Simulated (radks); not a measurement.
Results of a calculation; reference values are marked as such.
Question: Radial electron density D(r) = 4 pi r^2 rho(r) of an atom or ion with 13 electrons. Level of theory: scalar-relativistic Kohn-Sham, PBE, spin-polarised, spherical densities, point nucleus (a radial shooting solver on a logarithmic mesh with Libxc functionals).

| r (bohr) | D(r) (e/bohr) | spin D(r) |
|---|---|---|
| 0.01353 | 2.873 | 0.000311 |
| 0.01525 | 3.476 | 0.000596 |
| 0.0172 | 4.180 | 0.00107 |
| 0.01939 | 4.991 | 0.00183 |
| 0.02186 | 5.914 | 0.00304 |
| 0.02465 | 6.946 | 0.00494 |
| 0.02779 | 8.079 | 0.00790 |
| 0.03133 | 9.293 | 0.0125 |
| 0.03533 | 10.56 | 0.0194 |
| 0.03983 | 11.83 | 0.0299 |
| 0.04491 | 13.05 | 0.0455 |
| 0.05063 | 14.14 | 0.0685 |
| 0.05709 | 15.03 | 0.102 |
| 0.06437 | 15.64 | 0.150 |
| 0.07258 | 15.89 | 0.218 |
| 0.08183 | 15.73 | 0.313 |
| 0.09226 | 15.16 | 0.442 |
| 0.104 | 14.21 | 0.615 |
| 0.1173 | 12.99 | 0.840 |
| 0.1322 | 11.65 | 1.12 |
| 0.1491 | 10.37 | 1.47 |
| 0.1695 | 9.323 | 1.92 |
| 0.1911 | 8.799 | 2.39 |
| 0.2154 | 8.812 | 2.89 |
| 0.2429 | 9.332 | 3.38 |
| 0.2739 | 10.21 | 3.81 |
| 0.3088 | 11.18 | 4.13 |
| 0.3482 | 11.94 | 4.26 |
| 0.3925 | 12.20 | 4.18 |
| 0.4426 | 11.77 | 3.87 |
| 0.499 | 10.64 | 3.36 |
| 0.5626 | 8.963 | 2.74 |
| 0.6344 | 7.026 | 2.10 |
| 0.7153 | 5.188 | 1.56 |
| 0.8064 | 3.753 | 1.20 |
| 0.9093 | 2.890 | 1.07 |
| 1.025 | 2.598 | 1.14 |
| 1.156 | 2.718 | 1.36 |
| 1.303 | 3.002 | 1.60 |
| 1.469 | 3.205 | 1.78 |
| 1.657 | 3.169 | 1.82 |
| 1.868 | 2.851 | 1.69 |
| 2.123 | 2.278 | 1.39 |
| 2.394 | 1.656 | 1.05 |
| 2.699 | 1.080 | 0.705 |
| 3.043 | 0.6301 | 0.425 |
| 3.431 | 0.3279 | 0.230 |
| 3.869 | 0.1512 | 0.110 |
| 4.362 | 0.06102 | 0.0466 |
| 4.918 | 0.02115 | 0.0169 |
| 5.545 | 0.006172 | 0.00513 |
| 6.252 | 0.001488 | 0.00128 |
| 7.049 | 0.0002905 | 0.000259 |

What is the nuclear charge?

Answer: Z = 14. The innermost maximum, from 1s, lies near gamma/Z bohr with gamma = sqrt(1 - (Z/c)^2) = 0.995, here 0.0711 bohr (found: 0.0737), and its height grows with Z. The density is that of the silicon ion Si+ in [He] 2s2 2p4 3s2 3p3; the configuration itself is not fixed sharply by these data, and Z only to about a unit. D(r) has 3 maxima, at r = 0.0737, 0.389, 1.54 bohr, and minima at 0.202, 1.04 bohr, inside which lie 2.21, 8.27 electrons.
